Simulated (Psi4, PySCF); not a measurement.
The PySCF input:
```python
from pyscf import gto, scf, dft

mol = gto.Mole()
mol.atom = '''
    H     0.00000000    0.00000000    0.36858300
    H     0.00000000    0.00000000   -0.36858300
'''
mol.basis = '6-31g**'
mol.verbose = 3
mol.build()

mf = dft.RKS(mol)
mf.xc = 'wb97m_v'
mf.grids.atom_grid = (99, 590)
mf.grids.prune = None
mf.kernel()
```

Write the same job for Psi4.

One answer among several that fit: 
```
memory 2 GB

molecule {
0 1
  H     0.00000000    0.00000000    0.36858300
  H     0.00000000    0.00000000   -0.36858300
}

set basis 6-31g**
set scf_type pk
set puream true
set d_convergence 1e-8
set dft_radial_points 99
set dft_spherical_points 590

energy('wb97m-v')
print_variables()
```

Both were run: PySCF gave -1.159409 Eh and Psi4 -1.159409 Eh, 0.000 mEh apart.
